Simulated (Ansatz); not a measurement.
AsAsAsSb tetrahedron (SbAs3). Total charge 0; singlet. Geometry PBE0-D4/def2-SVP, basis def2-TZVP, Ansatz.

| run | HOMO (eV) | LUMO (eV) |
| --- | --- | --- |
| A | -6.72 | -1.43 |
| B | -8.66 | 0.36 |
| C | -6.01 | -2.28 |
| D | -6.89 | -1.41 |
| E | -8.51 | 0.25 |
| F | -8.48 | 1.29 |

In the def2 sets Sb takes a core potential; there is no spin–orbit coupling.

The runs used HF, LDA (SPW92), PBE0, r2SCAN0, ωB97M-V, ωB97X-V. Estimate which is which.

A PBE0 (25 % exact exchange); B ωB97X-V (range-separated); C LDA (SPW92) (0 % exact exchange); D r2SCAN0 (25 % exact exchange); E ωB97M-V (range-separated); F HF (100 % exact exchange). Exact exchange lowers occupied and raises empty levels; among semilocal functionals meta-GGAs tend to open the gap a little, and such runs are hard to tell apart. The gap grows from 3.72 eV (LDA (SPW92)) to 9.77 eV (HF).
